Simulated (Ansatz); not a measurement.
Hf2Te3. Charge 0, multiplicity 1. Geometry PBE0-D4/def2-SVP.

```xyz
5

Hf    0.6318    0.4178   -0.6237
Hf   -1.2973    1.0482    1.5167
Te    1.8203   -1.3222   -2.1059
Te    1.0025   -0.2576    2.0849
Te   -2.1573    0.1138   -0.8719
```

In the def2 sets Hf, Te take a core potential; there is no spin–orbit coupling. B3LYP takes the VWN-RPA correlation. The restricted singlet is unstable towards broken spin symmetry at other levels; at PBE-D4/def2-SVP, B97M-V/def2-TZVP, B3LYP-D4/def2-TZVP, PBE0-D4/def2-SVP and others this wasn't settled. Another isomer (singlet) lies 1.95 eV lower at PBE0-D4/def2-TZVP; other spin states weren't run for this one.

(1) Estimate the orbital energies around the gap (eV) in Ansatz with PBE-D4/def2-SVP, B97M-V/def2-TZVP, B3LYP-D4/def2-TZVP, PBE0-D4/def2-SVP, PBE0-D4/def2-TZVP.

Answers

(1) 
```csv
orbital,PBE-D4/def2-SVP,B97M-V/def2-TZVP,B3LYP-D4/def2-TZVP,PBE0-D4/def2-SVP,PBE0-D4/def2-TZVP
HOMO−9,-7.98,-8.10,-8.75,-9.12,-9.05
HOMO−8,-7.40,-7.54,-8.12,-8.46,-8.39
HOMO−7,-7.13,-7.28,-7.85,-8.18,-8.11
HOMO−6,-6.73,-6.86,-7.43,-7.72,-7.69
HOMO−5,-6.45,-6.65,-7.17,-7.46,-7.43
HOMO−4,-6.19,-6.25,-6.81,-7.07,-7.02
HOMO−3,-6.00,-6.10,-6.68,-6.98,-6.90
HOMO−2,-5.55,-5.52,-6.10,-6.33,-6.28
HOMO−1,-5.17,-5.21,-5.78,-6.01,-5.97
HOMO,-4.40,-4.50,-5.14,-5.35,-5.32
LUMO,-4.16,-4.01,-3.65,-3.53,-3.49
LUMO+1,-3.50,-3.47,-3.01,-2.87,-2.85
LUMO+2,-3.45,-3.29,-2.96,-2.76,-2.70
LUMO+3,-3.07,-2.97,-2.56,-2.41,-2.34
LUMO+4,-2.78,-2.63,-2.23,-2.08,-2.09
LUMO+5,-2.60,-2.51,-2.17,-2.05,-2.02
```
